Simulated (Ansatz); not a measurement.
Two isomers of CH6OSSi: A = `O[SiH2]CS`, B = `CS[SiH2]O`.

Gas-phase electronic energies from Ansatz, PBE0-D4/def2-TZVP geometries. CCSD(T)/CBS adds triple-zeta CCSD(T) − MP2 to the extrapolated MP2 energy (def2 sets, frozen cores). Functionals use def2-TZVPP. B3LYP here is the variant with VWN-RPA as its local correlation; programs differ in this. One conformer a species, not always the lowest.

A:

Z-matrix (Å, degrees):
```
Si
C 1 1.876
O 1 1.643 2 109.5
H 1 1.491 2 106.8 3 -121.6
H 1 1.484 2 112.3 3 118.1
S 2 1.818 1 108.8 3 55.0
H 2 1.093 1 109.8 3 -59.5
H 2 1.092 1 114.3 3 179.4
H 3 0.962 1 114.2 2 -43.7
H 6 1.344 2 97.1 1 57.1
```

B:

```xyz
10

C    -0.5130    1.0343   -1.2614
S    -0.5730    1.1767    0.5504
Si    0.6562   -0.4663    1.0794
O     0.0392   -1.9243    0.6273
H    -0.9025    0.0722   -1.5913
H     0.5055    1.1670   -1.6257
H    -1.1406    1.8290   -1.6629
H     0.8050   -0.3458    2.5523
H     1.9589   -0.4004    0.3780
H    -0.8357   -2.1425    0.9540
```

Which isomer does CCSD(T)/CBS put lower? Give the gap. (Estimate.)

Ansatz gave: B, by 63.4 kJ/mol.

Give E(B) − E(A) in kJ/mol with ωB97M-V, B3LYP-D4, CCSD(T)/def2-SVP, PBE-D4, B3LYP, r2SCAN-D4, BLYP-D4. (Best estimate.)

The calculation gave: ωB97M-V -62.2, B3LYP-D4 -64.8, CCSD(T)/def2-SVP -58.0, PBE-D4 -65.6, B3LYP -65.9, r2SCAN-D4 -66.5, BLYP-D4 -64.6. None reverses the order clearly.

Does the order hold for the free energy at 298.15 K (harmonic terms from PBE0-D4)? (An estimate is asked.)

The calculation gave: Yes: G(B) − G(A) = -59.0 kJ/mol, for one conformer each.

Largest T1 diagnostic: 0.011.

At CCSD(T), def2-SVP lies +5.4 kJ/mol from the extrapolated value and def2-TZVPP +2.2 kJ/mol. Leaving LDA and LC-ωPBE aside and taking each functional with its dispersion term where it has one, the values spread over 4.3 kJ/mol, from r2SCAN-D4 to ωB97M-V. LDA lies +7.0 kJ/mol from PBE without D4.
